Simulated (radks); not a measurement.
Q: Species: Co+. Configuration: [Ne] 3s1 3p6 3d8 4p1 (not the ground configuration). Method: scalar-relativistic Kohn-Sham, r2SCAN, spin-polarised, spherical densities, finite nucleus; open shells are filled with parallel spins first; meta-GGA in the generalised Kohn-Sham scheme; Fermi nuclear charge, rms radius 3.7875 fm; computed with a radial shooting solver on a logarithmic mesh with Libxc functionals. Some entries of the table are withheld. Estimate them.

| orbital | occ. | eigenvalue (eV) | <r> (bohr) |
|---|---|---|---|
| 1s up | 1 | -7634.720 | 0.05619 |
| 1s down | 1 | -7634.050 | 0.05620 |
| 2s up | 1 | -921.9364 | 0.2550 |
| 2s down | 1 | -920.0765 | 0.2548 |
| 2p up | 3 | -790.0528 | 0.2248 |
| 2p down | 3 | -788.3981 | 0.2246 |
| 3s up | 1 | -119.9452 | (1) |
| 3s down | 0 | -114.3348 | (2) |
| 3p up | 3 | -81.6372 | 0.8097 |
| 3p down | 3 | -76.3759 | 0.8194 |
| 3d up | 5 | -21.4423 | 0.9933 |
| 3d down | 3 | -17.1330 | 1.046 |
| 4p up | 1 | (3) | 3.247 |
| 4p down | 0 | (4) | 3.360 |

A: 
(1) 3s up <r> (bohr): 0.7696
(2) 3s down <r> (bohr): 0.7762
(3) 4p up eigenvalue (eV): -8.6545
(4) 4p down eigenvalue (eV): -6.8451
